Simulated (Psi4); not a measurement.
CH$_{3}$, charge -1, singlet, geometry from GFN2-xTB (a gas-phase anion, which may not be bound at this level); WB97X/STO-3G (Psi4).

Here is a job for Psi4.
```
memory 2 GB

molecule {
-1 1
C     0.09443537    0.09844229    0.10070566
H    -0.62720871   -0.62142525    0.62463322
H     0.66399153   -0.60849894   -0.59880803
H    -0.60339501    0.63927042   -0.63005917
}

set {
  basis sto-3g
}

energy('wb97x')
print_variables()
```

Output, abridged:

```
   => Loading Basis Set <=

    Name: STO-3G
    Role: ORBITAL
    Keyword: BASIS

         ---------------------------------------------------------
                                   SCF
               by Justin Turney, Rob Parrish, Andy Simmonett
                          and Daniel G. A. Smith
                              RKS Reference
         ---------------------------------------------------------

  ==> Geometry <==

    Molecular point group: cs
    Full point group: C1

    Geometry (in Angstrom), charge = -1, multiplicity = 1:

       Center              X                  Y                   Z               Mass
    ------------   -----------------  -----------------  -----------------  -----------------
         C           -0.085021477264    -0.057020476371     0.000000000000    12.000000000000
         H            0.051429598477     0.652780362757    -0.889406214588     1.007825032230
         H            0.909476967102    -0.626627682013     0.000000000000     1.007825032230
         H            0.051429598477     0.652780362757     0.889406214588     1.007825032230

  Running in cs symmetry.

  Rotational constants: A =      7.59572  B =      7.59572  C =      5.28629 [cm^-1]
  Rotational constants: A = 227713.83461  B = 227713.83380  C = 158479.00965 [MHz]
  Nuclear repulsion =    9.203633629764072

  Charge       = -1
  Multiplicity = 1
  Electrons    = 10
  Nalpha       = 5
  Nbeta        = 5

  ==> Algorithm <==

  SCF Algorithm Type is DF.
  DIIS enabled.
  MOM disabled.
  Fractional occupation disabled.
  Guess Type is SAD.
  Energy threshold   = 1.00e-06
  Density threshold  = 1.00e-06
  Integral threshold = 1.00e-12

  ==> Primary Basis <==

  Basis Set: STO-3G
    Blend: STO-3G
    Number of shells: 6
    Number of basis functions: 8
    Number of Cartesian functions: 8
    Spherical Harmonics?: true
    Max angular momentum: 1

  ==> DFT Potential <==

   => LibXC <=

    Version 7.1.2
    S. Lehtola, C. Steigemann, M. J. T. Oliveira, and M. A. L. Marques,  SoftwareX 7, 1–5 (2018) (10.1016/j.softx.2017.11.002)

   => Composite Functional: WB97X <=

    wB97X Hyb-GGA Exchange-Correlation Functional

    J.-D. Chai and M. Head-Gordon,  J. Chem. Phys. 128, 084106 (2008) (10.1063/1.2834918)

    Deriv               =              1
    GGA                 =           TRUE
    Meta                =          FALSE

    Exchange Hybrid     =           TRUE
    MP2 Hybrid          =          FALSE

   => Exchange-Correlation Functionals <=

    1.0000   wB97X range-separated functional

   => Exact (HF) Exchange <=

    0.8423            HF,LR [omega = 0.3000]
    0.1577               HF

   => LibXC Density Thresholds  <==

    XC_HYB_GGA_XC_WB97X:  1.00E-14

   => Molecular Quadrature <=

    Radial Scheme          =       TREUTLER
    Pruning Scheme         =           NONE
    Nuclear Scheme         =       TREUTLER

    Blocking Scheme        =         OCTREE
    BS radius alpha        =              1
    Pruning alpha          =              1
    Radial Points          =             75
    Spherical Points       =            302
    Total Points           =          87395
    Total Blocks           =            701
    Max Points             =            255
    Max Functions          =              8
    Weights Tolerance      =       1.00E-15

   => Loading Basis Set <=

    Name: (STO-3G AUX)
    Role: JKFIT
    Keyword: DF_BASIS_SCF

  ==> Integral Setup <==

  SCF_SUBTYPE=INCORE selected. In-core MEM_DF algorithm will be used.
  Using in-core AOs.

  ==> MemDFJK: Density-Fitted J/K Matrices <==

    J tasked:                   Yes
    K tasked:                   Yes
    wK tasked:                  Yes
    Omega:                3.000E-01
    Algorithm:                 Core
    Schwarz Cutoff:           1E-12
    Mask sparsity (%):       0.0000
    Fitting Condition:        1E-10

   => Auxiliary Basis Set <=

  Basis Set: (STO-3G AUX)
    Blend: DEF2-UNIVERSAL-JKFIT
    Number of shells: 43
    Number of basis functions: 129
    Number of Cartesian functions: 149
    Spherical Harmonics?: true
    Max angular momentum: 4

  Minimum eigenvalue in the overlap matrix is 2.5596487773E-01.
  Reciprocal condition number of the overlap matrix is 1.2863013501E-01.
    Using symmetric orthogonalization.

  ==> Pre-Iterations <==

  SCF Guess: Superposition of Atomic Densities via on-the-fly atomic UHF (no occupation information).

   -------------------------
    Irrep   Nso     Nmo
   -------------------------
     A'         6       6
     A"         2       2
   -------------------------
    Total       8       8
   -------------------------

  ==> Iterations <==

                           Total Energy        Delta E     RMS |[F,P]|

   @DF-RKS iter SAD:   -38.25458864666511   -3.82546e+01   0.00000e+00
   @DF-RKS iter   1:   -39.08393150151575   -8.29343e-01   4.24193e-02 ADIIS/DIIS
   @DF-RKS iter   2:   -39.12989476324958   -4.59633e-02   1.54553e-02 ADIIS/DIIS
   @DF-RKS iter   3:   -39.13621953557088   -6.32477e-03   9.64712e-04 ADIIS/DIIS
   @DF-RKS iter   4:   -39.13625790887205   -3.83733e-05   7.77914e-05 DIIS
   @DF-RKS iter   5:   -39.13625841122417   -5.02352e-07   9.24427e-06 DIIS
   @DF-RKS iter   6:   -39.13625841504312   -3.81895e-09   5.31933e-07 DIIS
  Energy and wave function converged.

  ==> Post-Iterations <==

   Electrons on quadrature grid:
      Ntotal   =    9.9999984568 ; deviation = -1.543e-06

    Orbital Energies [Eh]
    ---------------------

    Doubly Occupied:

[...]
    Virtual:

[...]
    Final Occupation by Irrep:
             Ap   App
    DOCC [     4,    1 ]
    NA   [     4,    1 ]
    NB   [     4,    1 ]

  @DF-RKS Final Energy:   -39.13625841504312

   => Energetics <=

    Nuclear Repulsion Energy =              9.2036336297640720
    One-Electron Energy =                 -74.3966302135891624
    Two-Electron Energy =                  30.6856547386113228
    DFT Exchange-Correlation Energy =      -4.6289165698293591
    Empirical Dispersion Energy =           0.0000000000000000
    VV10 Nonlocal Energy =                  0.0000000000000000
    Total Energy =                        -39.1362584150431303

Computation Completed

Properties will be evaluated at   0.000000,   0.000000,   0.000000 [a0]

Properties computed using the SCF density matrix

 Multipole Moments:

 ------------------------------------------------------------------------------------
     Multipole            Electronic (a.u.)      Nuclear  (a.u.)        Total (a.u.)
 ------------------------------------------------------------------------------------

 L = 1.  Multiply by 2.5417464519 to convert [e a0] to [Debye]
 Dipole X            :         -0.5953548            0.9490343            0.3536795
 Dipole Y            :         -0.3992702            0.6364790            0.2372088
 Dipole Z            :          0.0000000            0.0000000            0.0000000
 Magnitude           :                                                    0.4258605

 ------------------------------------------------------------------------------------

  Variable Map:
  ----------------------------------------------------------------------------
[...]
  Array Variable Map:
  ----------------------------------------------------------------------------
[...]
[...]
```
